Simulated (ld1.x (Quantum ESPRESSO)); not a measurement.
**Reading a pseudo-wave (Ba)**

Columns: radius, all-electron u(r) and pseudo u(r) of the 6s shell (level -2.80 eV) of barium in the configuration [Xe] 5d1 6s1 6p0; PBEsol, scalar-relativistic, TM semilocal scheme, ld1.x (Quantum ESPRESSO) 7.5.

| r (bohr) | all-electron | pseudo |
| --- | --- | --- |
| 0.188 | 0.0878 | -0.0234 |
| 0.375 | -0.0549 | -0.0458 |
| 0.562 | -0.1390 | -0.0663 |
| 0.750 | -0.0233 | -0.0845 |
| 0.938 | 0.1226 | -0.0998 |
| 1.125 | 0.2115 | -0.1124 |
| 1.312 | 0.2323 | -0.1232 |
| 1.500 | 0.1994 | -0.1336 |
| 1.688 | 0.1323 | -0.1453 |
| 1.875 | 0.0485 | -0.1605 |
| 2.062 | -0.0405 | -0.1811 |
| 2.250 | -0.1270 | -0.2093 |
| 2.438 | -0.2062 | -0.2459 |
| 2.625 | -0.2752 | -0.2896 |
| 2.812 | -0.3339 | -0.3370 |
| 3.000 | -0.3826 | -0.3828 |
| 3.188 | -0.4216 | -0.4216 |
| 3.375 | -0.4517 | -0.4517 |
| 3.562 | -0.4742 | -0.4742 |
| 3.750 | -0.4901 | -0.4901 |
| 3.938 | -0.5002 | -0.5002 |
| 4.125 | -0.5051 | -0.5051 |
| 4.312 | -0.5057 | -0.5057 |
| 4.500 | -0.5024 | -0.5024 |
| 4.688 | -0.4959 | -0.4959 |
| 4.875 | -0.4867 | -0.4867 |

How many radial nodes do the two functions have?

The all-electron 6s function has n − l − 1 = 5 (the table is too coarse to show those close to the nucleus); the pseudo-wave has 0, since the states of the same l below it are removed with the core.

At about which radius was the pseudo-wave matched?

3.25 bohr. The columns agree to 0.0005 from 3.00 bohr on; several derivatives are matched, so the curves merge somewhat inside the radius.

Is the pseudo-wave norm-conserving?

Yes: the TM semilocal scheme keeps the norm inside the radius equal to the all-electron one, which fixes the energy derivative of the logarithmic derivative at the level.
